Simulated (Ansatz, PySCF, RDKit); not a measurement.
Dimer: CH6OSn (SMILES C[O][SnH3]) (first 9 atoms) with NH3 (SMILES N); geometry from B3LYP-D3(BJ)/def2-TZVP, rigid monomers moved along the line of their centres of mass till Sn3···N10 is 5.05 Å.
(charge 0, multiplicity 1):
```xyz
13

C     -2.39905     0.93891     1.31316
O     -1.37291     0.01229     1.60068
Sn     0.54451     0.55248     1.33345
H     -3.35935     0.45428     1.51037
H     -2.34094     1.83846     1.93862
H     -2.39361     1.26150     0.26457
H      0.30416     2.16827     0.74634
H      1.28825    -0.35540     0.09287
H      1.38799     0.64904     2.81542
N      0.41406    -4.18829     3.07916
H      0.69348    -4.41063     4.02689
H     -0.58977    -4.03289     3.05911
H      0.63638    -4.97916     2.48689
```

Interaction energies are E(AB) − E(A) − E(B) at the monomers' geometry in the complex; basis-set methods are counterpoise corrected. Rows marked so take none. RDKit's UFF carries no charges.

Rows in 3-21G carry no dispersion term and start afresh at each structure; the Pople sets are all-electron and without relativity.

Codes used: Ansatz (a quantum-chemistry and plane-wave program) with Gaussian orbitals; PySCF for 3-21G rows, the dispersion terms; RDKit for the force fields. Values without a source in brackets are computed. In def2 rows elements past Kr take small-core potentials, without spin–orbit coupling.

Q: One of these levels gives -1.1 kJ/mol for the interaction energy. Which one is it?
A) HF/3-21G (no counterpoise)
B) UFF
C) B3LYP-D3(BJ)/def2-TZVPPD

A: B, UFF. The others give -5.9 (HF/3-21G (no counterpoise)), -3.7 (B3LYP-D3(BJ)/def2-TZVPPD)
